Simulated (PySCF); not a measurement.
## Simulated characterisation data

[PySCF 2.14: structure optimised with GFN2-xTB; J: B3LYP/pcJ-1 (spin–dipole term left out of most H,H and C,H couplings); GIAO PBE0/pcSseg-1 shieldings; no relativistic terms; fast rotation and ring inversion assumed for equivalent nuclei; isolated molecule; one computed conformer]

Shifts are taken against calculated references (same method and geometry level): TMS for ¹H and ¹³C. Multiplet labels drop J under 1 Hz and among equivalent protons, and merge close values. Unscaled 3J(H,H) run several per cent high. Shifts are as computed. Against solution values, carbons near 30 ppm lie about +3 ppm off and those near 130 ppm about +5 ppm. Of 1211 compounds with measured shifts, 218 miss one by over three times the rms of a fit or turn the order of signals round; such compounds aren't used in these exercises. OH and NH positions are gas-phase values without hydrogen bonding to other molecules.

Compound 1 (C₄H₅NO). ¹H NMR (500 MHz, computed): δ 8.16 (d, J = 2.0 Hz, 1H), 6.11 (dq, J = 2.0, 1.1 Hz, 1H), 2.63 (d, J = 1.1 Hz, 3H). ¹³C{¹H} NMR (computed): δ 176.4 (C), 153.7 (CH), 108.6 (CH), 14.7 (CH3). Structure: 5-methylisoxazole.

Compound 2 (C₄H₅NO₂). ¹H NMR (500 MHz, computed): δ 5.24 (br s, 1H), 5.04 (s, 1H), 2.34 (s, 3H). ¹³C{¹H} NMR (computed): δ 182.3, 164.2, 85.0, 14.5. Structure: `C1(O)=CC(C)=NO1`.
